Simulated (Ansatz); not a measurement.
One geometry of Ga2Cl6⁺, several levels of theory.

```yaml
crystal:
  periodic: [false, false, false]
  atoms:
    - {symbol: Ga, position_ang: [-0.657650, -0.769561, 1.303012]}
    - {symbol: Ga, position_ang: [0.658696, 0.778090, -1.297597]}
    - {symbol: Cl, position_ang: [1.535140, -0.469502, 0.499801]}
    - {symbol: Cl, position_ang: [1.316432, 2.809494, -1.136002]}
    - {symbol: Cl, position_ang: [-0.870088, 0.242505, 3.178126]}
    - {symbol: Cl, position_ang: [-1.517718, 0.591420, -0.418429]}
    - {symbol: Cl, position_ang: [0.797705, -0.387434, -3.088763]}
    - {symbol: Cl, position_ang: [-1.262519, -2.795023, 0.959852]}
basis:
  gaussian: {orbitals: def2-SVP, initial_orbitals: start.molden}
total_charge: 1
magnetization: {spin_polarized: true, initial_magnetization: 1}
hamiltonian: {xc: {name: B2PLYP}}
scf: {omitted_lower_state_checks: [starts]}
```

The file start.molden holds the orbitals of an earlier run on this structure, at another level or in another basis.

```sh
$ ansatz run in.yaml --threads 4 --pin off --events-out ev --progress --plain --max-ram 4787MiB
```

It prints (some lines left out):

```
Functional definition: B2PLYP
1586 factors; integrals over basis functions are off by at most 5.1e-4 eV
mean field evaluation 1: about -179798.4766 eV, gradient 7.6e0 eV
mean field evaluation 2: about -179798.6693 eV, gradient 2.4e-1 eV
mean field evaluation 4: about -179798.8196 eV, gradient 2.3e-2 eV
mean field evaluation 8: about -179798.8197 eV, gradient 2.4e-6 eV
mean field -179798.81969033 eV, -6607.4847516024 hartree, gradient 8.8e-6 eV, S^2 0.758312; 0 other end points of the search recorded, 0 dependent functions left out
48 core orbitals not correlated: weight in the atoms' cores, before any rotation towards them, 1.000 or more for the frozen orbitals, at most 0.000 for the correlated occupied ones
reference -179798.81988834 eV, -6607.4847588791 hartree; 34, 33 occupied and 90, 91 virtual orbitals, 1586 factors
second order -41.54266623 eV of doubles, -0.00000000 eV of singles
Total energy: -179810.03640822 eV, -6607.8969583819 hartree
Checks for a lower state left out: starts
```

It took 28 s on 4 threads of Arm Neoverse V1 on a shared host, peak host memory 1.2 GiB.

First input, but with `gaussian: {orbitals: def2-SVP}`, `hamiltonian: {xc: pbe0, dispersion: d4}`, `output: {orbitals: {seedname: orbitals}}` (abridged; 25 s):

```
Functional definition: PBE0
mean field evaluation 16: about -179815.8521 eV, gradient 1.5e-3 eV
mean field evaluation 32: about -179815.8521 eV, gradient 5.6e-5 eV
mean field -179815.85211918 eV, -6608.1106818175 hartree, gradient 8.6e-6 eV, S^2 0.753193
Total energy: -179816.31127300 eV, -6608.1275554092 hartree
Checks for a lower state left out: starts
```

First input, but with `hamiltonian: {xc: pbe, dispersion: d4}`, `output: {orbitals: {seedname: orbitals}}` (abridged; 18 s):

```
Functional definition: PBE
mean field -179808.15619649 eV, -6607.8278618753 hartree, gradient 2.7e-6 eV, S^2 0.750890
Total energy: -179808.67409756 eV, -6607.8468943884 hartree
Checks for a lower state left out: starts
```

Geometry: PBE-D4/def2-SVP, that of the neutral singlet.

Correlated methods freeze 48 core orbitals; core or outer-core shells of Ga are correlated, in sets that lack core-valence functions. At PBE-D4/def2-SVP the gap within one spin of the charge 1 doublet nearly closes, so an electron or hole may be smeared out by delocalisation error. The structure comes from a short search, and lower isomers may exist.
